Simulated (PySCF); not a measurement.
A structure optimised at PBE0-D3(BJ)/def2-SVP, used in a PySCF frequency run:

```xyz
12

F      2.0975    -0.5612    -0.2053
Si     0.9301     0.4746     0.2643
C     -0.7039    -0.3796     0.3813
C     -1.9610     0.4393     0.1711
C     -1.5563    -0.5650    -0.8516
H      0.8315     1.5501    -0.7661
H      1.3586     1.0358     1.5773
H     -0.7810    -1.1718     1.1347
H     -2.8174     0.2172     0.8130
H     -1.8595     1.5008    -0.0780
H     -2.1328    -1.4906    -0.9279
H     -1.1717    -0.2024    -1.8102
```

### Question
Write its SMILES and formula.

### Answer
F[SiH2]C1CC1, C3H7FSi

### Question
What are its rotational constants (standard atomic weights)?

### Answer
9.7396, 2.2649, 2.0404 GHz
